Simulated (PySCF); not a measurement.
Two species compared at the same levels of theory.

First species: C4H7NSSi.
SMILES: `[SiH3]CC1=CSN=C1`

Second species: C₆H₁₀FP.
Numbering: `[CH3:1][CH2:2][P:3]1[CH:4]=[C:5]([F:6])[CH2:7][CH2:8]1` (hydrogens: H9, H10, H11 on C1; H12, H13 on C2; H14 on C4; H15, H16 on C7; H17, H18 on C8)

Levels: PBE0/def2-SVPD for HOMO energy, LUMO energy, HOMO–LUMO gap and static isotropic polarisability; TDDFT PBE0/def2-SVPD for lowest singlet excitation; TDA PBE0/def2-SVPD for lowest triplet excitation (Tamm–Dancoff). Geometries: GFN2-xTB. All species are isolated and taken at one optimised geometry, non-relativistic unless stated; the electronic structure was computed with PySCF and density fitting.

The conformers computed, where there is a choice (atom-mapped SMILES and torsion angles):
- `[SiH3:1][CH2:2][c:3]1[cH:4][n:5][s:6][cH:7]1`: Si1–C2–C3–C4 84°

The conformers of `CCP1C=C(F)CC1` aren't listed.

Values for the first species:

* HOMO energy: -7.13 eV
* LUMO energy: -0.96 eV
* HOMO–LUMO gap: 6.17 eV
* Lowest singlet excitation: 5.39 eV
* Lowest triplet excitation (Tamm–Dancoff): 3.93 eV
* Static isotropic polarisability: 96.5 au

(1) Estimate the same properties for the second species, and the change in each.

Answers

(1) 
```
                                property     first    second  second less first
                             HOMO energy  -7.13 eV  -6.48 eV           +0.65 eV
                             LUMO energy  -0.96 eV  -0.12 eV           +0.84 eV
                           HOMO–LUMO gap   6.17 eV   6.36 eV           +0.19 eV
               lowest singlet excitation   5.39 eV   5.29 eV           -0.10 eV
lowest triplet excitation (Tamm–Dancoff)   3.93 eV   4.05 eV           +0.12 eV
         static isotropic polarisability   96.5 au   94.0 au            -2.5 au
```

On the first: The polarisability is 14.30 Å³ as a volume (1 au = 0.148185 Å³), or 1.42 au for each of the 68 electrons. The vertical singlet–triplet gap S1 − T1 is 1.46 eV (TDDFT singlet less Tamm–Dancoff triplet; S1: HOMO→LUMO, weight 0.93; T1: HOMO→LUMO, weight 0.76).

On the second: The vertical singlet–triplet gap S1 − T1 is 1.24 eV (TDDFT singlet less Tamm–Dancoff triplet; S1: HOMO→LUMO, weight 0.94; T1: HOMO→LUMO, weight 0.71). S1 lies 1.07 eV below the HOMO–LUMO gap; its leading configuration is HOMO→LUMO, weight 0.94.
